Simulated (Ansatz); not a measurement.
Basis-set extrapolation for C$_{4}$H$_{4}$F$_{6}$O (`FC(F)O[C@@H](F)[C@H](F)C(F)F`) (PBE0-D4/def2-TZVP geometry, frozen core, Ansatz). Multiplicity 1, RHF reference.

```tsv
	def2-TZVPP	def2-QZVPP
HF	-825.656215	-825.691583
MP2 correlation	-2.361254	-2.568492
CCSD(T) correlation	-2.467541	not run
```

Energies in hartree. Use E(X) = E(∞) + A·exp(−7.88·√X) for Hartree–Fock and E(X) = E(∞) + B·X^(−2.97) for correlation, with X = 3 and 4, and add CCSD(T) minus MP2 of the smaller set to the MP2 limit.

Task: What is the CCSD(T) energy at the basis-set limit?

Result: HF limit: -825.691583 + (-0.035368) × 0.13774 = -825.69645. MP2 limit: -2.568492 + (-0.207238) × 0.74074 = -2.72200. Higher-order term: -2.467541 − (-2.361254) = -0.10629. Total: -828.52474 hartree, 10.91 eV below CCSD(T)/def2-TZVPP.
